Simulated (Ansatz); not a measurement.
Mean bond length (Å) of eight silicon and germanium compounds: PBE-D3(BJ) beside B3LYP-D3(BJ), computed with Ansatz (an electronic-structure program) for isolated molecules in the bases named; differences from unrounded values. The eight are the first of their class met in an unordered collection, after screening for sound electronic states; none was chosen by its value. Each level has its own optimised geometry.

```json
[
 {"molecule": "Si(H)(Me)(SH)2 (CH6S2Si), SMILES C[SiH](S)S", "basis": "def2-SVP", "B3LYP-D3(BJ)": "1.522", "PBE-D3(BJ)": "1.530", "difference": "0.008"},
 {"molecule": "C4H9FSi, SMILES C[C@H]1C[C@@]1(F)[SiH3]", "basis": "def2-SVP", "B3LYP-D3(BJ)": "1.358", "PBE-D3(BJ)": "1.366", "difference": "0.008"},
 {"molecule": "C₂H₁₀Si₄, SMILES [SiH3][SiH2][Si@@H]1C=C[SiH2]1", "basis": "def2-SVP", "B3LYP-D3(BJ)": "1.647", "PBE-D3(BJ)": "(withheld)", "difference": "(withheld)"},
 {"molecule": "C3H13NSi2, SMILES C[SiH2]N[C@H](C)[SiH3]", "basis": "def2-SVP", "B3LYP-D3(BJ)": "1.375", "PBE-D3(BJ)": "(withheld)", "difference": "(withheld)"},
 {"molecule": "Cl3H3OSi2, SMILES [SiH](O[SiH2]Cl)(Cl)Cl", "basis": "def2-SVP", "B3LYP-D3(BJ)": "1.740", "PBE-D3(BJ)": "1.751", "difference": "0.011"},
 {"molecule": "C2H4F2OSi, SMILES F[Si](C=C)(F)O", "basis": "def2-SVP", "B3LYP-D3(BJ)": "1.367", "PBE-D3(BJ)": "(withheld)", "difference": "(withheld)"},
 {"molecule": "C3H11ClSi2, SMILES CC[Si@H](Cl)[SiH2]C", "basis": "def2-SVP", "B3LYP-D3(BJ)": "1.442", "PBE-D3(BJ)": "1.449", "difference": "0.008"},
 {"molecule": "FH6NOSi2, SMILES O[SiH2]N[SiH2]F", "basis": "def2-SVP", "B3LYP-D3(BJ)": "1.469", "PBE-D3(BJ)": "1.481", "difference": "0.012"}
]
```

Task: Complete the blanks. (The exact figures need the calculation; the answer reports its results.)

Result: 
- C₂H₁₀Si₄, SMILES [SiH3][SiH2][Si@@H]1C=C[SiH2]1, PBE-D3(BJ): 1.657
- C₂H₁₀Si₄, SMILES [SiH3][SiH2][Si@@H]1C=C[SiH2]1, difference: 0.009
- C3H13NSi2, SMILES C[SiH2]N[C@H](C)[SiH3], PBE-D3(BJ): 1.383
- C3H13NSi2, SMILES C[SiH2]N[C@H](C)[SiH3], difference: 0.009
- C2H4F2OSi, SMILES F[Si](C=C)(F)O, PBE-D3(BJ): 1.377
- C2H4F2OSi, SMILES F[Si](C=C)(F)O, difference: 0.010

PBE-D3(BJ) lies below B3LYP-D3(BJ) in 0 and above it in 8 of the eight; the mean signed difference is 0.009 and the largest 0.012 Å.
